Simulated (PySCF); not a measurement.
**Nuclear quadrupole coupling in `C[SiH](C)[Si@@H](C)[C@H](F)C=O`**

Compound: C5H13FOSi2.
Z-matrix (Å and degrees, GFN2-xTB geometry), rows numbered from 1:
```
C 
Si  1  1.9046
C   2  1.9058  1  108.63
Si  2  2.3365  1  110.00  3  -119.75
C   4  1.9001  2  117.11  1   161.62
C   4  1.9698  2  107.30  1   -80.18
F   6  1.3858  4  107.31  2    58.54
C   6  1.4668  4  109.73  2   -61.81
O   8  1.2062  6  125.03  4   -71.94
H   1  1.0864  2  111.75  3   -60.99
H   1  1.0858  2  111.01  3   178.77
H   1  1.0868  2  111.17  3    59.15
H   2  1.4789  1  108.30  3   116.85
H   3  1.0859  2  111.31  1    56.92
H   3  1.0858  2  111.50  1   176.91
H   3  1.0866  2  111.37  1   -62.92
H   4  1.4787  2  116.45  1    31.36
H   5  1.0857  4  111.00  2   -55.38
H   5  1.0874  4  112.11  2  -175.72
H   5  1.0870  4  110.77  2    64.42
H   6  1.0906  4  109.54  2   174.70
H   8  1.1075  6  113.38  4   103.97
```

Field gradients from the PBE0/pcSseg-1 density (PySCF, non-relativistic), principal values in atomic units, ordered |Vxx| ≤ |Vyy| ≤ |Vzz|:

| atom | Vxx | Vyy | Vzz |
| --- | --- | --- | --- |
| O9 | 0.5400 | 1.4606 | -2.0006 |

Q: Find the asymmetry η = (Vxx − Vyy)/Vzz and the couplings χ = eQV/h (234.96 MHz × Q in barn × V in au), with Q(17O) = −0.0256 b.

A: 
| atom | environment | nucleus | η | χzz (MHz) | χxx (MHz) | χyy (MHz) |
| --- | --- | --- | --- | --- | --- | --- |
| O9 | aldehyde oxygen | 17O | 0.46 | 12.03 | -3.25 | -8.79 |

The tensor is traceless: Vxx + Vyy + Vzz = 0.

Q: What is Vzz at O9 in SI units (1 au = 9.71736 × 10²¹ V/m²)?

A: -2.0006 au = -19.441 × 10²¹ V/m².

Q: And the gradient at the other heavy atoms, for which no coupling is worked out here?

A: 
| atom | environment | Vzz (au) | η |
| --- | --- | --- | --- |
| C1 | Si-methyl carbon | -0.030 | 0.19 |
| Si2 | SiH silicon | 0.083 | 0.32 |
| C3 | Si-methyl carbon | -0.038 | 0.13 |
| Si4 | SiH silicon | 0.417 | 0.34 |
| C5 | Si-methyl carbon | -0.029 | 0.65 |
| C6 | sp3 C–F carbon | 0.567 | 0.15 |
| F7 | alkyl fluorine | 3.100 | 0.04 |
| C8 | aldehyde carbon | 0.566 | 0.01 |

Q: What couplings would deuterons (Q(2H) = 0.00286 b) have in place of the hydrogens, at this geometry?

A: 
```json
{"atom": "H10", "bonded to": "C1", "bond length (Å)": "1.086", "Vzz (au)": "0.3253", "η": "0.01", "χzz (kHz)": "219"}
{"atom": "H11", "bonded to": "C1", "bond length (Å)": "1.086", "Vzz (au)": "0.3233", "η": "0.01", "χzz (kHz)": "217"}
{"atom": "H12", "bonded to": "C1", "bond length (Å)": "1.087", "Vzz (au)": "0.3238", "η": "0.01", "χzz (kHz)": "218"}
{"atom": "H13", "bonded to": "Si2", "bond length (Å)": "1.479", "Vzz (au)": "0.1529", "η": "0.01", "χzz (kHz)": "103"}
{"atom": "H14", "bonded to": "C3", "bond length (Å)": "1.086", "Vzz (au)": "0.3260", "η": "0.01", "χzz (kHz)": "219"}
{"atom": "H15", "bonded to": "C3", "bond length (Å)": "1.086", "Vzz (au)": "0.3255", "η": "0.01", "χzz (kHz)": "219"}
{"atom": "H16", "bonded to": "C3", "bond length (Å)": "1.087", "Vzz (au)": "0.3242", "η": "0.01", "χzz (kHz)": "218"}
{"atom": "H17", "bonded to": "Si4", "bond length (Å)": "1.479", "Vzz (au)": "0.1533", "η": "0.01", "χzz (kHz)": "103"}
{"atom": "H18", "bonded to": "C5", "bond length (Å)": "1.086", "Vzz (au)": "0.3261", "η": "0.01", "χzz (kHz)": "219"}
{"atom": "H19", "bonded to": "C5", "bond length (Å)": "1.087", "Vzz (au)": "0.3227", "η": "0.01", "χzz (kHz)": "217"}
{"atom": "H20", "bonded to": "C5", "bond length (Å)": "1.087", "Vzz (au)": "0.3166", "η": "0.01", "χzz (kHz)": "213"}
{"atom": "H21", "bonded to": "C6", "bond length (Å)": "1.091", "Vzz (au)": "0.3020", "η": "0.10", "χzz (kHz)": "203"}
{"atom": "H22", "bonded to": "C8", "bond length (Å)": "1.108", "Vzz (au)": "0.2684", "η": "0.02", "χzz (kHz)": "180"}
```

Geometry: GFN2-xTB, one conformer, isolated molecule. GFN2-xTB bond lengths can be off by several hundredths of an ångström, more for odd bonds, and the gradients follow them. These gradients aren't converged with respect to the basis.
